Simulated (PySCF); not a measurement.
Si(All)(H)3 (C3H8Si), SMILES C=CC[SiH3]. Heavy atoms are numbered as in [SiH3:1][CH2:2][CH:3]=[CH2:4]. Hydrogens are named by the atom that carries them.

Geometry: B3LYP-D3(BJ)/def2-SVP. One conformer was computed; it need not be the lowest.

Method: M06-2X/def2-TZVP run with PySCF.

Atomic charges (e), one atom of each kind:

| atom | IAO | Löwdin | Mulliken |
|---|---|---|---|
| Si1 (SiH3) | 0.66 | 0.27 | 0.22 |
| C2 (CH2) | -0.55 | -0.40 | -0.45 |
| C3 (CH) | -0.12 | -0.23 | -0.10 |
| C4 (CH2) | -0.33 | -0.23 | -0.31 |
| H on Si1 | -0.13 | -0.04 | -0.03 |
| H on C2 | 0.15 | 0.15 | 0.16 |
| H on C3 | 0.14 | 0.14 | 0.15 |
| H on C4 | 0.14 | 0.12 | 0.12 |

Computed Mayer and Wiberg (Löwdin basis) orders of the bonds:
| bond | Mayer | Wiberg |
|---|---|---|
| Si1–C2 | 0.95 | 1.13 |
| C2–C3 | 0.95 | 1.29 |
| C3–C4 | 1.90 | 2.18 |
